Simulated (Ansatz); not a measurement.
`O[SiH2]/C(O)=C\Cl` + H₂S → `O[SiH2]S` + `O/C=C\Cl`  (ligand exchange at the Si–C bond)

Program: Ansatz. Geometries: PBE0-D4/def2-TZVP. ΔE: electronic, gas phase. CBS: MP2 limit from def2 TZ/QZ plus the TZ coupled-cluster correction, frozen cores. This one scheme is used for every species. Double bonds are as drawn, so ΔE can hold a change between cis and trans. Functionals use def2-TZVPP. B3LYP here is the variant with VWN-RPA as its local correlation; programs differ in this. One conformer a species, not always the lowest.

| level | ΔE (kJ/mol) | difference from CCSD(T)/CBS |
| --- | --- | --- |
| r2SCAN-D4 | -80.7 | -3.5 |
| PBE0-D4 | -80.3 | -3.1 |
| B3LYP-D4 | -75.6 | 1.6 |
| ωB97X-V | -76.6 | 0.6 |
| ωB97M-V | -75.7 | 1.5 |
| B2PLYP | -80.7 | -3.5 |
| PBE | -82.8 | -5.6 |
| r2SCAN | -82.2 | -5.0 |
| HF/def2-TZVPP | -88.9 | -11.7 |
| MP2/def2-TZVPP | -78.5 | -1.3 |
| SCS-MP2/def2-TZVPP | -77.4 | -0.2 |
| CCSD(T)/def2-TZVPP | -74.7 | 2.5 |
| HF/def2-QZVPP | -89.1 | -11.9 |
| SCS-MP2/def2-QZVPP | -79.1 | -1.9 |
| HF/CBS(def2) | -89.2 | -12.0 |
| CCSD/CBS(def2) | -78.7 | -1.5 |
| CCSD(T)/CBS | -77.2 | 0 |

Largest T1 diagnostic among the species: 0.012.

The D4 term adds +6.7 kJ/mol with B3LYP and +3.9 kJ/mol with PBE0; it sums over pairs of atoms, weighted by their polarisabilities, and B3LYP, whose exchange is more repulsive, gets the larger term. In def2-TZVPP, CCSD(T) changes the Hartree–Fock value by +14.1 kJ/mol (the triples alone add +1.5 kJ/mol) and MP2 by +10.4 kJ/mol.
